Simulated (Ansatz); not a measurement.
`CO[SiH2]O[SiH](O)F` + H₂ → `CO[SiH3]` + `O[SiH](O)F`  (hydrogenolysis of the Si–O bond)

Program: Ansatz. Geometries: PBE0-D4/def2-TZVP. ΔE: electronic, gas phase. CBS: MP2 limit from def2 TZ/QZ plus the TZ coupled-cluster correction, frozen cores. This one scheme is used for every species. DFT in def2-TZVPP. B3LYP here is the variant with VWN-RPA as its local correlation; programs differ in this. One conformer a species, not always the lowest.

Problem. Is it downhill or uphill in electronic energy at CCSD(T)/CBS, and by how much? (Estimate.)

Solution. Ansatz gave: Uphill: ΔE = +116.5 kJ/mol.

Problem. What do these levels give: r2SCAN-D4, B3LYP-D4, ωB97M-V, PBE0, B3LYP, MP2/def2-TZVPP? (An estimate is asked.)

Solution. Computed: r2SCAN-D4 116.8, B3LYP-D4 116.2, ωB97M-V 114.2, PBE0 98.5, B3LYP 101.3, MP2/def2-TZVPP 119.0 kJ/mol.

Largest T1 diagnostic among the species: 0.012.

From PBE to PBE0 (25 % exact exchange), in def2-TZVPP and without D4, ΔE moves by +3.2 kJ/mol. The D4 term adds +14.9 kJ/mol with B3LYP and +8.6 kJ/mol with PBE0; it sums over pairs of atoms, weighted by their polarisabilities, and B3LYP, whose exchange is more repulsive, gets the larger term.
